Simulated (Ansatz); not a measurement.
Input (CCSDT(Q)/cc-pVDZ; Ansatz, a first-principles code):

Ansatz 0.2 input:
```yaml
crystal:
  periodic: [false, false, false]
  atoms:
    - {symbol: F, position_ang: [-2.64933825, 0.89422921, -0.03298642]}
    - {symbol: C, position_ang: [-1.63074886, 0.02350103, -0.04789058]}
    - {symbol: C, position_ang: [-0.37682959, 0.44403848, 0.01189629]}
    - {symbol: F, position_ang: [-0.05770400, 1.73121097, 0.08889712]}
    - {symbol: Br, position_ang: [1.09497191, -0.72627938, -0.00504097]}
    - {symbol: H, position_ang: [-1.91516588, -1.01442053, -0.11079672]}
basis:
  gaussian:
    orbitals: cc-pVDZ
magnetization: {spin_polarized: false}
correlation: {method: ccsdt_q, electrons: outside_noble_gas}
```

Output:

```
Functional definition: HF
integrals: 0.14 GiB planned
1656 factors; integrals over basis functions are off by at most 1.8e-7 eV
mean field: 0.58 GiB planned
mean field evaluation 1: about -77483.0415 eV, gradient 2.9e1 eV
mean field evaluation 2: about -77483.2130 eV, gradient 3.0e1 eV
mean field evaluation 4: about -77485.2654 eV, gradient 3.4e0 eV
mean field evaluation 8: about -77485.3144 eV, gradient 2.1e-1 eV
mean field evaluation 16: about -77483.0407 eV, gradient 2.9e1 eV
mean field -77485.31469745 eV, -2847.5327936984 hartree, gradient 1.7e-6 eV, S^2 0.000000; 0 other end points of the search recorded, 0 dependent functions left out
18 core orbitals not correlated
reference -77485.31469745 eV, -2847.5327936984 hartree; 15, 15 occupied and 55, 55 virtual orbitals, 1656 factors
second order -20.22863608 eV of doubles, -0.00000000 eV of singles
coupled cluster: 3.71 GiB planned
cycle   1  -20.35328614 eV  change   -1.2e-1 eV  update   1.2e-1
cycle   2  -21.09567073 eV  change   -7.4e-1 eV  update   6.4e-2
cycle   3  -21.58404810 eV  change   -4.9e-1 eV  update   2.7e-2
cycle   4  -21.55862040 eV  change    2.5e-2 eV  update   1.0e-2
cycle   5  -21.52768180 eV  change    3.1e-2 eV  update   5.2e-3
cycle   6  -21.53377390 eV  change   -6.1e-3 eV  update   2.3e-3
cycle   7  -21.53732580 eV  change   -3.6e-3 eV  update   8.6e-4
cycle   8  -21.53772184 eV  change   -4.0e-4 eV  update   4.3e-4
cycle   9  -21.53738777 eV  change    3.3e-4 eV  update   1.6e-4
cycle  10  -21.53744215 eV  change   -5.4e-5 eV  update   6.6e-5
cycle  11  -21.53735598 eV  change    8.6e-5 eV  update   2.8e-5
cycle  12  -21.53732519 eV  change    3.1e-5 eV  update   1.4e-5
cycle  13  -21.53732389 eV  change    1.3e-6 eV  update   5.0e-6
cycle  14  -21.53732627 eV  change   -2.4e-6 eV  update   2.2e-6
coupled cluster: 3.71 GiB planned
perturbative correction -0.05525045 eV, -0.0020304168 hartree
Total energy: -77506.90727417 eV, -2848.3263062571 hartree
```
